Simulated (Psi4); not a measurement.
Internal rotation in SMILES c1nccc(c1)-c1ccncc1, singlet. Scanned: dihedral C2–C3–C4–C5; all other coordinates were relaxed at GFN2-xTB. Points at φ and −φ are mirror images.

Geometry of the scan point at 60° (Å):
```
20

C      2.3998    -1.4651     1.1826
C      1.0838    -1.3174     0.7758
C      0.6876    -0.0966     0.2366
C     -0.6891     0.1104    -0.2433
C     -1.7766    -0.0237     0.6154
C     -3.0470     0.2120     0.1159
N     -3.2853     0.5595    -1.1370
C     -2.2522     0.6925    -1.9508
C     -0.9389     0.4915    -1.5588
C      1.6449     0.9076     0.1211
C      2.9302     0.6505     0.5691
N      3.3051    -0.5068     1.0863
H      2.7504    -2.3980     1.6047
H      0.3787    -2.1295     0.8698
H     -1.6284    -0.3020     1.6480
H     -3.9198     0.1214     0.7494
H     -2.4919     0.9795    -2.9665
H     -0.1255     0.6119    -2.2583
H      1.3834     1.8687    -0.2954
H      3.7025     1.4063     0.5074
```

Method: PBE-D3(BJ)/def2-SVP // GFN2-xTB run with Psi4.

Scanned values (°): -150, -120, -90, -60, -30, 0, 30, 60, 90, 120, 150, 180.

Q: At which scan points does the profile have its minima and maxima, and how high do they lie?

A: Lower than their neighbours: -150° (0.0 mEh), -30° (0.0 mEh), 30° (0.0 mEh), 150° (0.0 mEh). Higher than their neighbours: -90° (4.5 mEh), 0° (1.1 mEh), 90° (4.5 mEh), 180° (1.1 mEh). The whole profile spans 4.5 mEh.
